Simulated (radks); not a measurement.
Trend from Mg to Ar: ionisation energy by Delta-SCF between NIST ground configurations, and size. All-electron calculation, Dirac Kohn-Sham, PBE, spin-unpolarised, spherical densities, point nucleus; open shells fill j = l - 1/2 first. Program: a radial shooting solver on a logarithmic mesh with Libxc functionals.

| species | configuration | IE (eV) | NIST (eV) | kind |
|---|---|---|---|---|
| Mg | [Ne] 3s2 | 7.960 | 7.646 | exp. |
| Al | [Ne] 3s2 3p1 | 5.772 | 5.986 | exp. |
| Si | [Ne] 3s2 3p2 | 7.755 | 8.152 | exp. |
| P | [Ne] 3s2 3p3 | 9.696 | 10.487 | exp. |
| S | [Ne] 3s2 3p4 | 11.726 | 10.360 | exp. |
| Cl | [Ne] 3s2 3p5 | 13.822 | 12.968 | exp. |
| Ar | [Ar] | 15.992 | 15.760 | exp. |

Reference values: NIST Atomic Spectra Database (exp. = measured, semi-emp. = semi-empirical, theory = theoretical value adopted there). Spin polarisation and multiplet splitting are left out, so open shells lie too high by an amount that depends on their filling.

Beside tabulated values, note that spin-unpolarised runs miss the spin-polarisation part of the exchange energy of open shells.
